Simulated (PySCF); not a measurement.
Ionisation energy of Mo by level of theory

Mo [Kr] 4d5 5s1 [4d3/2^4 4d5/2^1 5s1/2^1, M_J = 3] → Mo⁺ [Kr] 4d5 [4d3/2^4 4d5/2^1, M_J = 5/2], as a difference of total energies. All numbers are calculated (PySCF 2.14, the two-component X2C-1e Hamiltonian, in x2c-SVPall-2c (6s8p6d1f, 67 functions)). Correlated levels: [Ar] 3d10 frozen; the 6 highest virtual spinors dropped. "Screened" scales the spin-orbit matrix elements by Boettger's factors to mimic the two-electron term; Breit and QED terms are absent.

```json
{"method": "GHF (screened spin-orbit)", "ionisation energy (eV)": "6.270"}
{"method": "GMP2 (screened spin-orbit)", "ionisation energy (eV)": "6.910"}
```

Question: How much does correlation contribute at GMP2 (screened spin-orbit)?

Answer: 6.910 − (6.270) = 0.640 eV, measured against GHF (screened spin-orbit).

Errors of the correlated levels include the incompleteness of this basis and the frozen core.

The labels give the starting determinants; with spin-orbit coupling the two ends relaxed to ⟨J²⟩ = 12.00, ⟨L²⟩ = 0.01, ⟨S²⟩ = 12.00 and ⟨J²⟩ = 8.75, ⟨L²⟩ = 0.01, ⟨S²⟩ = 8.75.

For comparison: 7.092 eV (measured; NIST Atomic Spectra Database, ionization energies).
